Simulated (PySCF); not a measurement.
(3Z)-hexa-1,3-dien-5-yne (C6H6), SMILES C(=C/C=C)/C#C.

The structure is a stationary point at B3LYP-D3(BJ)/def2-SVP. Other conformers were not sampled.

Calculation: TDA-PBE/def2-SVPD (PySCF).

Vertical excitations.  State labels are in the subgroup Cs.

| state | symmetry | energy (eV) | λ (nm) | f | main pairs |
|---|---|---|---|---|---|
| S1 | A" | 4.36 | 284 | 0.000 | HOMO−1→LUMO 100 % |
| S2 | A' | 4.80 | 258 | 0.534 | HOMO→LUMO 67 %, HOMO−2→LUMO 18 % |
| S3 | A' | 5.38 | 231 | 0.260 | HOMO→LUMO+2 39 %, HOMO−2→LUMO 39 %, HOMO→LUMO 16 % |
| S4 | A" | 5.44 | 228 | 0.000 | HOMO→LUMO+1 100 % |
| S5 | A" | 6.18 | 201 | 0.010 | HOMO→LUMO+3 99 % |
| S6 | A" | 6.25 | 198 | 0.002 | HOMO−3→LUMO 98 % |
| S7 | A" | 6.37 | 195 | 0.003 | HOMO→LUMO+4 99 % |
| S8 | A' | 6.45 | 192 | 0.241 | HOMO→LUMO+2 27 %, HOMO−2→LUMO 21 %, HOMO−1→LUMO+1 19 %, HOMO−4→LUMO 17 % |
| S9 | A" | 6.58 | 188 | 0.009 | HOMO→LUMO+5 95 % |
| S10 | A" | 6.64 | 187 | 0.001 | HOMO−1→LUMO+2 94 % |
| T1 | A' | 2.58 | 481 | 0 | HOMO→LUMO 98 % |
| T2 | A" | 4.17 | 297 | 0 | HOMO−1→LUMO 98 % |
| T3 | A' | 4.31 | 288 | 0 | HOMO−2→LUMO 80 %, HOMO→LUMO+2 17 % |
| T4 | A' | 5.17 | 240 | 0 | HOMO→LUMO+2 76 %, HOMO−2→LUMO 19 % |
Triplets are in the Tamm–Dancoff approximation.
